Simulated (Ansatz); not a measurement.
ClGeH7Si2 (`[SiH3][GeH2][SiH2]Cl`) at its PBE0-D4/def2-TZVP geometry, where that method's forces vanish. Total charge 0; spin multiplicity 1.

```csv
atom,x (Å),y (Å),z (Å)
Si1,-0.4851,-0.0839,-1.9126
Ge2,0.2211,-0.9986,0.1666
Si3,0.2356,0.7017,1.8274
Cl4,1.2854,2.3203,1.0909
H5,0.5019,0.9248,-2.3742
H6,-0.6059,-1.1558,-2.9354
H7,-1.8084,0.5703,-1.7383
H8,1.6351,-1.5929,0.0422
H9,-0.7309,-2.1241,0.6158
H10,-1.1424,1.1628,2.1303
H11,0.8936,0.2754,3.0873
```

Task: For each bond, give half the difference of the two atoms' forces along it (eV/Å; positive pushes the atoms apart) under PBE-D4, r2SCAN-D4, B3LYP-D4, ωB97M-V in def2-TZVPP. (An estimate is asked.)

Result: The calculation gave: 
```csv
bond,length (Å),PBE-D4,r2SCAN-D4,B3LYP-D4,ωB97M-V
Si1–Ge2,2.379,-0.06,0.00,0.12,0.05
Si1–H5,1.485,0.09,-0.01,-0.08,-0.10
Si1–H6,1.486,0.09,-0.02,-0.08,-0.11
Si1–H7,1.486,0.09,-0.01,-0.07,-0.10
Ge2–Si3,2.377,-0.07,-0.02,0.07,0.01
Ge2–H8,1.539,0.10,-0.03,-0.01,-0.06
Ge2–H9,1.541,0.10,-0.03,-0.02,-0.06
Si3–Cl4,2.065,0.18,0.06,0.24,0.13
Si3–H10,1.484,0.09,-0.01,-0.12,-0.13
Si3–H11,1.484,0.09,-0.02,-0.13,-0.15
```

B3LYP here is the variant with VWN-RPA as its local correlation; programs differ in this.

All numbers were calculated with Ansatz.
